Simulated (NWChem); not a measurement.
Species: CH2F3In; SMILES F[C](F)(F)[InH2]

```xyz
7

In    -0.0030    -1.0207    -0.0034
C     -0.0053     1.2073    -0.0054
F     -1.2105     1.7474    -0.2498
F      0.8360     1.7201    -0.9214
F      0.3926     1.6839     1.1915
H      1.5473    -1.7760     0.0076
H     -1.5338    -1.8157     0.0067
```
Atoms are numbered in this order, from 1.

Program: NWChem. Medium grid unless said otherwise, to which SCAN and Minnesota functionals are sensitive. All runs use the structure optimised with PBE0/def2-SVP. def2 effective core potentials on In; no spin-orbit coupling. B3LYP is NWChem's, with the RPA form of VWN correlation. Total energies of different functionals are on different scales.

| level | energy (Ha) | highest occupied level (eV) | orbital gap (eV) | dipole (D) |
|---|---|---|---|---|
| B3LYP/def2-SVP | -528.7312 | -7.74 | 5.24 | 2.24 |
| PBE/def2-SVP | -528.3394 | -6.53 | 3.64 | 1.88 |
| KT2/def2-SVP | -534.2866 | -6.69 | 3.68 | 2.03 |
| TPSSh/def2-SVP | -528.5896 | -7.26 | 4.78 | 2.17 |
| PW91/def2-SVP | -528.6558 | -6.61 | 3.62 | 1.90 |
| TPSS/def2-SVP | -528.6169 | -6.69 | 3.95 | 2.00 |
| LDA (Slater exchange, VWN5)/def2-SVP | -526.1155 | -6.73 | 3.56 | 1.96 |
| SCAN/def2-SVP | -528.6351 | -6.97 | 4.24 | 2.18 |
| PW6B95/def2-SVP | -529.1344 | -8.10 | 5.87 | 2.39 |
| revPBE/def2-SVP | -528.6040 | -6.47 | 3.69 | 1.86 |
